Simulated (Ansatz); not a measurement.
CH5AlCl2Se, SMILES `[CH3][Al-]([Cl])([Cl])[SeH2+]`, relaxed with RKS PBE-D4/def2-SVP in Ansatz from a rough embedded geometry. The force threshold is 0.03 eV/Å; the program also tests the step.

The species carries charge 0 and has multiplicity 1.

Start:

```xyz
10

C     0.039   -0.971   -0.961
Al   -0.172   -0.270    0.836
Cl   -2.179   -0.801    1.524
Cl    1.328   -1.139    2.237
Se    0.103    2.110    0.849
H    -0.034   -2.043   -1.019
H    -0.687   -0.481   -1.658
H     1.100   -0.662   -1.335
H    -0.823    2.256   -0.430
H     1.326    2.001   -0.043
```

(1) By how much does the energy fall, and how many steps does the optimiser take? (Estimate.)

(2) Which bonds change most? (An estimate is asked.)

(3) Give the relaxed structure. (Estimate.)

Answers

(1) The calculation gave: 67.66 kJ/mol, in 5 steps.

(2) Ansatz gave: Al2–Se5 from 2.395 to 2.666 Å; Se5–H9 from 1.586 to 1.488 Å; Al2–Cl4 from 2.228 to 2.143 Å; C1–H8 from 1.167 to 1.110 Å.

(3) Ansatz gave: 
```xyz
10

C     0.080   -1.046   -1.046
Al   -0.211   -0.576    0.827
Cl   -2.203   -0.579    1.616
Cl    1.341   -0.945    2.257
Se    0.061    2.075    0.881
H    -0.007   -2.145   -1.180
H    -0.672   -0.575   -1.713
H     1.091   -0.753   -1.394
H    -0.779    2.386   -0.307
H     1.299    2.157    0.060
```
